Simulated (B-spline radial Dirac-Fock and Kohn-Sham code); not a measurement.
## Atomic SCF run for Ag⁴⁺

ΔSCF core binding energies without Breit or QED terms, calculated with a radial atomic solver. Keys: rel is the Hamiltonian (dirac, or spin-free x2c and nr, where L3 and M5 stand for the whole 2p and 3d shells), method is hf or an exchange,correlation pair (spin-unpolarised, also for the hole states), nuc the nuclear model, radius_factor scales its radius, rmax is the box in bohr, h the logarithmic mesh step, order the B-spline order, points the quadrature points per cell, c_factor scales the speed of light, and damp, ndamp, maxit and tol steer the iteration. The run stops when the commutator error falls below 10·tol·max(1, Z/10), or the numerical noise floor, and the energy has settled to about 1e-8 Ha; the virial ratio is −V/T.

Input (task.json):

```json
{"items": [{"Z": 47, "q": 4, "cfg": [[1, 0, 2], [2, 0, 2], [2, 1, 6], [3, 0, 2], [3, 1, 6], [3, 2, 10], [4, 0, 2], [4, 1, 6], [4, 2, 7]], "A": 107, "rrms": 4.5454, "do": "settings", "holes": ["K", "L3", "M5"],
  "settings": [{"rel": "dirac", "method": "hf", "nuc": "fermi", "radius_factor": 1.0, "rmax": 45.0, "h": 0.9, "order": 8, "points": 10, "c_factor": 1.0, "maxit": 76, "damp": 0.5, "ndamp": 3, "tol": 1e-08}]}]}
```

Command: `python xray2_run.py task.json out`

Ground-state iterations:

```
iter   energy (Ha)        error
   1    -5285.26433705  3.90e+00
   2    -5295.06676029  1.09e+00
   3    -5298.50317046  2.21e-01
   4    -5298.68520719  5.81e-02
   5    -5298.69734126  2.68e-02
   6    -5298.69984428  4.28e-03
   7    -5298.69985234  1.75e-04
   8    -5298.69985240  2.55e-05
   9    -5298.69985240  1.52e-06
  10    -5298.69985240  1.06e-07
```

The ground state converged in 10 iterations, with total energy -5298.69985 Ha, virial ratio 1.94382 and highest orbital energy -71.30 eV. ΔSCF binding energies: K (1s) 25567.1 eV, L3 (2p3/2) 3416.6 eV, M5 (3d5/2) 444.7 eV.

Q: One setting is unsound. Which, and why?

A: h is too large to resolve the orbitals. With the default settings (Dirac Hartree-Fock): The ground state converged in 10 iterations, with total energy -5310.57188 Ha, virial ratio 1.95537 and highest orbital energy -67.97 eV. ΔSCF binding energies: K (1s) 25663.0 eV, L3 (2p3/2) 3429.1 eV, M5 (3d5/2) 437.6 eV.
